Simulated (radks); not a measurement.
Problem. The mean radii <r> (bohr) of the occupied orbitals of an atom or ion are listed with their occupations. All-electron calculation, scalar-relativistic Kohn-Sham, LDA (Slater exchange, Perdew-Wang correlation), spin-polarised, spherical densities, finite nucleus; Fermi nuclear charge, rms radius of each element as measured or else 0.836 A^(1/3) + 0.57 fm. Program: a radial shooting solver on a logarithmic mesh with Libxc functionals.

orbital  occ.      <r>
1s up       1  0.02509
1s down     1  0.02509
2s up       1   0.1075
2s down     1   0.1075
2p up       3  0.09427
2p down     3  0.09427
3s up       1   0.2856
3s down     1   0.2855
3p up       3   0.2835
3p down     3   0.2834
3d up       5   0.2601
3d down     5   0.2600
4s up       1   0.6560
4s down     1   0.6559
4p up       3   0.6959
4p down     3   0.6955
4d up       5   0.7739
4d down     5   0.7728
5s up       1    1.569
5s down     1    1.569
5p up       3    1.813
5p down     2    1.818
5d up       1    2.611
4f up       1    1.257

Name the element and its charge. Open shells, if any, are filled with parallel spins first.

Solution. Z = 57, lanthanum, charge +2: La2+ in [Kr] 4d10 5s2 5p5 5d1 4f1. The 1s radius gives Z: for a bare nucleus <r> = (2 gamma + 1)/(2Z) with gamma = sqrt(1 - (Z/c)^2), 0.02473 bohr for Z = 57, and screening makes it slightly larger (0.02509 here). The occupations add up to 55, and the charge is Z minus that.
